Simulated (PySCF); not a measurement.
C6H10FNSi2.
Numbering: `[N:1]#[C:2][C@@H:3]1[SiH2:4][C@H:5]([SiH3:6])[CH2:7]/[C:8]1=[CH:9]/[F:10]`

Definitions: NICS(0) = −σiso at the ring centroid; NICS(1) = −σiso and NICS(1)zz = −σzz at ±1 Å along the ring normal z. Level: GIAO PBE0/pcSseg-1 (PySCF, non-relativistic, gas phase) on the GFN2-xTB geometry, one conformer.

Ring bond lengths (Å), with Mayer bond orders in brackets: C3–Si4 1.933 (0.78), Si4–C5 1.910 (0.89), C5–C7 1.540 (0.98), C7–C8 1.497 (1.02), C8–C3 1.505 (0.97).

Problem. What do the NICS probes read (ppm)?

Solution. 
| ring | type | NICS(0) | NICS(1), two faces | NICS(1)zz, two faces | rms pucker (Å) | centre to ring atoms, mean (Å) |
| --- | --- | --- | --- | --- | --- | --- |
| C3–Si4–C5–C7–C8 | 5-membered ring with Si; formal bonds all single | -4.2 | -3.0 / -4.8 | -0.3 / -3.3 | 0.18 | 1.40 |

Problem. What do they say, and how far can they be read as aromaticity?

Solution. 
- C3–Si4–C5–C7–C8: mean NICS(1)zz -1.8 ppm, near zero. C3, Si4, C5, C7 have four or more neighbours; no verdict on aromaticity is drawn. The two faces differ by 3.0 ppm, so no symmetry operation interchanges them.

Problem. What is the mean of the two in-plane components of NICS at the second NICS(1) probe listed for ring C3–Si4–C5–C7–C8, 1 Å off the ring?

Solution. The isotropic value is a third of the trace: (3 × -4.8 − (-3.3))/2 = -5.5 ppm.

Time: 2.0 min of wall time (grids of density and orbitals included); peak memory 1.1 GiB. Hardware: Arm Neoverse N1, one thread, no GPU, shared host. This is the whole shielding run at PBE0/pcSseg-1, SCF included.
